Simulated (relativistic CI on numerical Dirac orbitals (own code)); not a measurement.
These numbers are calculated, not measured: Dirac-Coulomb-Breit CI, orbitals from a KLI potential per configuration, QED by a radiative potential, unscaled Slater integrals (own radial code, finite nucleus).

Configuration list (outside the closed core 1s2): 2s², 2s2p, 2p², 2p3s, 2p3p, 2s3s, 2s3p, 2s3d, 2s4s, 2s4p, 2s4d, 2s4f, 2s5s, 3s², 2s5p, 2s5d, 2s5f, 2s5g, 3s3p, 3p². Levels of other configurations are missing.

At this charge energies of transitions that change n are usually good to better than 1 %, and those within a shell (Δn = 0) to a few per cent.

Outline of the computed level scheme of Sn XLVII. Lowest level of each configuration: 2s² ¹S0 at 0.00 eV; 2s2p ³P°0 at 94.17 eV; 2p² ³P0 at 272.87 eV; 2s3s ³S1 at 4571.02 eV; 2s3p ³P°0 at 4617.31 eV; 2p3s ³P°1 at 4680.64 eV; 2s3d ³D1 at 4708.87 eV; 2p3p ³D1 at 4727.32 eV; 2s4s ³S1 at 6144.46 eV.

Some strong electric-dipole decays among the lowest 36 levels: 2s3d ³D3 → 2s2p ³P°2 (3.4e+14 s⁻¹); 2s3d ³D2 → 2s2p ³P°1 (2.9e+14 s⁻¹); 2s3d ¹D2 → 2s2p ¹P°1 (2.9e+14 s⁻¹); 2s3d ³D1 → 2s2p ³P°0 (2.3e+14 s⁻¹); 2s3d ³D1 → 2s2p ³P°1 (1.9e+14 s⁻¹); 2p3p ³P0 → 2s2p ³P°1 (1.3e+14 s⁻¹); 2p3p ¹S0 → 2s2p ¹P°1 (1.1e+14 s⁻¹); 2p3p ³P1 → 2s2p ³P°2 (9.6e+13 s⁻¹).

LS names give the leading component of a level, which can be under half, so a name can repeat, a term be missing and a line seem to break the LS rules.
